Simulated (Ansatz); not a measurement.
Steps of a relaxation of ClF$_{3}$H$_{2}$MoO$_{2}$, SMILES `[OH][Mo]([OH])([F])([F])([F])[Cl]` with RKS PBE-D4/def2-SVP.

```sh
$ ansatz run in.yaml --threads 8 --pin off --events-out ev --progress --plain --max-ram 20889MiB
```

```yaml
crystal:
  periodic: [false, false, false]
  atoms:
    - {symbol: O, position_ang: [-0.526200, -1.711600, 0.580300]}
    - {symbol: Mo, position_ang: [-0.099000, 0.141700, -0.187700]}
    - {symbol: O, position_ang: [1.121600, 0.455900, 1.355400]}
    - {symbol: F, position_ang: [-1.239700, -0.145700, -1.711600]}
    - {symbol: F, position_ang: [0.373700, 1.906500, -0.939800]}
    - {symbol: F, position_ang: [-1.575700, 0.972100, 0.830700]}
    - {symbol: Cl, position_ang: [1.723800, -0.833300, -1.419700]}
    - {symbol: H, position_ang: [-0.667500, -2.232100, -0.228100]}
    - {symbol: H, position_ang: [0.977600, 1.400100, 1.703500]}
basis:
  gaussian: {orbitals: def2-SVP}
hamiltonian: {xc: pbe, dispersion: d4}
relax: {f_tol: 0.03, max_steps: 200}
```

Positions (Å) and forces (eV/Å) along the path, 11 of 11 steps:

```xyz
9
step=1 energy=-26631.4017 eV
O    -0.526   -1.712    0.580    0.635    3.202   -1.144
Mo   -0.099    0.142   -0.188    0.376   -0.270    1.644
O     1.122    0.456    1.355   -2.073    1.202   -1.566
F    -1.240   -0.146   -1.712    0.776    0.269    1.410
F     0.374    1.907   -0.940   -0.651   -2.050    0.907
F    -1.576    0.972    0.831    1.859   -0.928   -1.348
Cl    1.724   -0.833   -1.420   -1.058    0.572    0.643
H    -0.667   -2.232   -0.228   -0.208   -0.741   -0.292
H     0.978    1.400    1.704    0.345   -1.256   -0.254
9
step=2 energy=-26632.4027 eV
O    -0.485   -1.607    0.474   -0.120   -0.229   -0.978
Mo   -0.031    0.106   -0.167   -0.012   -0.075    1.036
O     1.058    0.509    1.313   -0.505    0.741   -0.029
F    -1.222   -0.171   -1.584   -0.204    0.216   -0.048
F     0.364    1.794   -0.886   -0.081   -0.025   -0.277
F    -1.424    0.940    0.765   -0.150    0.050   -0.028
Cl    1.646   -0.786   -1.387    0.714   -0.227   -0.456
H    -0.731   -2.245   -0.252    0.060    0.217    0.791
H     0.913    1.412    1.708    0.299   -0.668   -0.012
9
step=3 energy=-26632.5208 eV
O    -0.458   -1.598    0.462   -0.218   -0.566   -0.945
Mo   -0.010    0.103   -0.175    0.157    0.051    0.169
O     1.052    0.518    1.303   -0.345    0.611    0.095
F    -1.250   -0.127   -1.563   -0.011   -0.068    0.018
F     0.343    1.766   -0.965   -0.007    0.020   -0.081
F    -1.416    0.937    0.733   -0.100    0.137    0.154
Cl    1.730   -0.732   -1.423    0.123   -0.128   -0.079
H    -0.805   -2.278   -0.181    0.179    0.375    0.685
H     0.902    1.365    1.792    0.222   -0.432   -0.015
9
step=4 energy=-26632.5702 eV
O    -0.440   -1.602    0.406   -0.002   -0.207   -0.360
Mo    0.020    0.108   -0.188    0.043   -0.065    0.203
O     1.026    0.555    1.314    0.093    0.166   -0.152
F    -1.267   -0.159   -1.524   -0.018    0.080   -0.055
F     0.331    1.753   -1.023    0.008   -0.055   -0.082
F    -1.356    0.954    0.758   -0.305    0.131    0.014
Cl    1.766   -0.733   -1.446    0.039    0.006    0.066
H    -0.859   -2.278   -0.175    0.076    0.145    0.294
H     0.868    1.356    1.860    0.067   -0.201    0.072
9
step=5 energy=-26632.5992 eV
O    -0.390   -1.603    0.370   -0.295   -0.262   -0.123
Mo    0.022    0.124   -0.197    0.067    0.007   -0.332
O     1.052    0.586    1.275   -0.140    0.546    0.546
F    -1.288   -0.153   -1.509   -0.004   -0.032   -0.024
F     0.311    1.737   -1.098    0.008   -0.057    0.032
F    -1.364    0.982    0.738   -0.050    0.004    0.093
Cl    1.797   -0.713   -1.429   -0.003    0.059    0.030
H    -0.904   -2.284   -0.127    0.235    0.293    0.231
H     0.852    1.279    1.960    0.181   -0.558   -0.453
9
step=6 energy=-26632.6150 eV
O    -0.396   -1.585    0.381   -0.041   -0.069    0.005
Mo    0.025    0.131   -0.213    0.034    0.027   -0.156
O     1.054    0.587    1.265   -0.048    0.171    0.141
F    -1.287   -0.164   -1.519    0.022   -0.011   -0.003
F     0.307    1.741   -1.118   -0.028   -0.021    0.030
F    -1.360    0.980    0.736   -0.018    0.025    0.020
Cl    1.810   -0.693   -1.434   -0.021    0.009    0.039
H    -0.909   -2.271   -0.094    0.034    0.055    0.042
H     0.844    1.229    1.979    0.067   -0.185   -0.119
9
step=7 energy=-26632.6206 eV
O    -0.390   -1.569    0.388    0.001   -0.019    0.047
Mo    0.030    0.141   -0.230   -0.013    0.038   -0.017
O     1.061    0.592    1.249   -0.026    0.077    0.053
F    -1.280   -0.180   -1.532    0.017   -0.021    0.008
F     0.281    1.753   -1.135    0.026   -0.025   -0.010
F    -1.355    0.988    0.725   -0.002   -0.010   -0.001
Cl    1.822   -0.685   -1.431   -0.011    0.039    0.000
H    -0.920   -2.257   -0.060   -0.021    0.009   -0.018
H     0.839    1.170    2.009    0.031   -0.088   -0.063
9
step=8 energy=-26632.6235 eV
O    -0.384   -1.563    0.397    0.010    0.012    0.028
Mo    0.035    0.146   -0.235    0.016   -0.026   -0.027
O     1.066    0.599    1.241    0.002    0.001   -0.011
F    -1.273   -0.199   -1.533   -0.014   -0.020    0.000
F     0.269    1.753   -1.153    0.012    0.002   -0.007
F    -1.352    0.991    0.719   -0.009   -0.001   -0.005
Cl    1.832   -0.668   -1.434   -0.016    0.023    0.012
H    -0.939   -2.235   -0.047   -0.007    0.021   -0.016
H     0.834    1.130    2.028    0.006   -0.010    0.024
9
step=9 energy=-26632.6247 eV
O    -0.367   -1.544    0.417   -0.063   -0.085   -0.038
Mo    0.047    0.158   -0.252   -0.014   -0.031    0.003
O     1.079    0.611    1.223   -0.103    0.159    0.365
F    -1.264   -0.250   -1.530    0.007    0.001   -0.003
F     0.237    1.754   -1.196   -0.003    0.009   -0.007
F    -1.345    0.998    0.698   -0.009    0.017    0.000
Cl    1.859   -0.632   -1.438   -0.011   -0.004   -0.005
H    -0.981   -2.175   -0.017    0.094    0.109    0.043
H     0.824    1.033    2.078    0.102   -0.174   -0.358
9
step=10 energy=-26632.6266 eV
O    -0.368   -1.547    0.416   -0.015   -0.025    0.013
Mo    0.042    0.157   -0.247    0.009    0.003   -0.022
O     1.075    0.605    1.230   -0.040    0.048    0.082
F    -1.266   -0.240   -1.531   -0.006   -0.010    0.009
F     0.246    1.754   -1.187    0.002    0.007   -0.001
F    -1.349    1.002    0.700    0.006    0.000   -0.001
Cl    1.847   -0.641   -1.438    0.002    0.001   -0.003
H    -0.964   -2.186   -0.025    0.012    0.023   -0.005
H     0.825    1.051    2.065    0.030   -0.046   -0.073
9
step=11 energy=-26632.6269 eV
O    -0.365   -1.544    0.423   -0.001    0.006   -0.008
Mo    0.042    0.160   -0.247   -0.003    0.003    0.011
O     1.073    0.608    1.231   -0.010    0.003    0.007
F    -1.277   -0.246   -1.518    0.019   -0.010    0.011
F     0.244    1.749   -1.201    0.010   -0.002   -0.006
F    -1.343    1.014    0.701   -0.006    0.000   -0.001
Cl    1.846   -0.648   -1.435   -0.005    0.016   -0.007
H    -0.948   -2.176   -0.044   -0.012   -0.006    0.006
H     0.816    1.037    2.071    0.008   -0.010   -0.013
```

It took 85 s on 8 threads of an Intel Xeon on a shared host, with 0.22 GiB of host memory at the peak.
